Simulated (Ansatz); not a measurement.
The cluster Sn₂Bi (the lowest doublet isomer of a short search) was relaxed with r2SCAN-D4 (def2-SVP) in Ansatz in these states: charge +1 singlet, neutral doublet, neutral quartet. The geometries follow in no particular order.

In the def2 sets Bi, Sn take a core potential; there is no spin–orbit coupling.

A:

```xyz
3

Bi   -1.040   -0.552    1.079
Sn    1.649   -0.338    0.235
Sn   -0.608    0.891   -1.313
```

B:

```xyz
3

Bi    0.802    0.036   -1.036
Sn   -1.915   -0.324   -0.665
Sn    1.113    0.288    1.701
```

C:

```csv
atom,x (Å),y (Å),z (Å)
Bi1,-0.9293,1.3773,-0.7493
Sn2,-0.6156,-1.4836,0.2631
Sn3,1.5449,0.1063,0.4863
```

Problem. Judge from the bond lengths which geometry belongs to which state (an estimate).

Solution. A is the neutral doublet (Sn2–Sn3 3.000 Å, Bi1–Sn2 2.827 Å, Bi1–Sn3 2.827 Å); B is the charge +1 singlet (Sn2–Sn3 3.892 Å, Bi1–Sn2 2.766 Å, Bi1–Sn3 2.766 Å); C is the neutral quartet (Sn2–Sn3 2.692 Å, Bi1–Sn2 3.051 Å, Bi1–Sn3 3.044 Å).

A triplet lies near this restricted singlet, and broken spin symmetry wasn't tried. At PBE0-D4/def2-TZVP a doublet lies 1.21 eV below the neutral quartet. These are the stationary points nearest to one start from a short search; other shapes may lie lower in each state.
